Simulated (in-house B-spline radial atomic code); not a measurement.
Inner levels of lead as electrons are removed. A shift is the extra binding of the orbital against the neutral atom ([Xe] 4f14 5d10 6s2 6p1/2(2)). The density at the nucleus is averaged over the nuclear charge. Computed with an all-electron radial atomic-structure program (B-spline basis): Dirac-Hartree-Fock, jj configuration that fills j = l - 1/2 first, finite nuclei.

A number in brackets counts the electrons of a j subshell.

```csv
ion,configuration,shift of 3s1/2 (eV),shift of 3p1/2 (eV),shift of 3d3/2 (eV),radius of 3s1/2 (bohr),radius of 3p1/2 (bohr),radius of 3d3/2 (bohr),Σ<r²> (bohr²),change of density at nucleus (bohr⁻³)
Pb31+,[Kr] 4d10 4f5/2(5),1090.57,1094.63,1096.99,0.17317,0.16395,0.15646,4.5416,-2081.12
Pb32+,[Kr] 4d10 4f5/2(4),1159.71,1163.21,1164.91,0.1731,0.16386,0.1563,4.3199,-1813.29
Pb33+,[Kr] 4d10 4f5/2(3),1230.25,1233.16,1234.18,0.17303,0.16377,0.15613,4.1075,-1533.64
Pb34+,[Kr] 4d10 4f5/2(2),1302.16,1304.47,1304.78,0.17295,0.16366,0.15595,3.9038,-1242.34
Pb35+,[Kr] 4d10 4f5/2(1),1375.44,1377.12,1376.71,0.17286,0.16356,0.15576,3.7083,-939.41
Pb36+,[Kr] 4d10,1450.08,1451.11,1449.96,0.17277,0.16344,0.15556,3.5205,-625.05
Pb37+,[Kr] 4d3/2(4) 4d5/2(5),1522.26,1523.99,1523.64,0.17264,0.16331,0.15537,3.3189,-205.36
Pb38+,[Kr] 4d3/2(4) 4d5/2(4),1595.33,1597.78,1598.27,0.1725,0.16317,0.15517,3.1226,224.16
Pb39+,[Kr] 4d3/2(4) 4d5/2(3),1669.28,1672.49,1673.84,0.17237,0.16303,0.15497,2.9312,663.75
Pb40+,[Kr] 4d3/2(4) 4d5/2(2),1744.1,1748.09,1750.34,0.17223,0.16288,0.15476,2.7447,1113.37
Pb41+,[Kr] 4d3/2(4) 4d5/2(1),1819.81,1824.6,1827.77,0.17208,0.16273,0.15455,2.5629,1573.05
Pb42+,[Kr] 4d3/2(4),1896.38,1902.01,1906.14,0.17193,0.16258,0.15433,2.3856,2042.8
Pb43+,[Kr] 4d3/2(3),1974.91,1980.91,1984.45,0.17177,0.16239,0.15436,2.2175,2550.52
Pb44+,[Kr] 4d3/2(2),2054.32,2060.71,2063.67,0.1716,0.1622,0.15416,2.0535,3069.01
Pb45+,[Kr] 4d3/2(1),2134.6,2141.4,2143.78,0.17143,0.16201,0.15395,1.8935,3598.09
Pb46+,[Ar] 3d10 4s2 4p6,2215.74,2222.97,2224.78,0.17126,0.16181,0.15374,1.7373,4137.81
Pb47+,[Ar] 3d10 4s2 4p1/2(2) 4p3/2(3),2294.47,2303.02,2305.44,0.17112,0.16166,0.15353,1.5764,4741.93
Pb48+,[Ar] 3d10 4s2 4p1/2(2) 4p3/2(2),2373.86,2383.75,2386.8,0.17098,0.16149,0.15332,1.4185,5355.6
Pb49+,[Ar] 3d10 4s2 4p1/2(2) 4p3/2(1),2453.91,2465.17,2468.87,0.17084,0.16133,0.1531,1.2635,5979.26
Pb50+,[Ar] 3d10 4s2 4p1/2(2),2534.61,2547.28,2551.65,0.1707,0.16116,0.15288,1.1114,6612.68
```
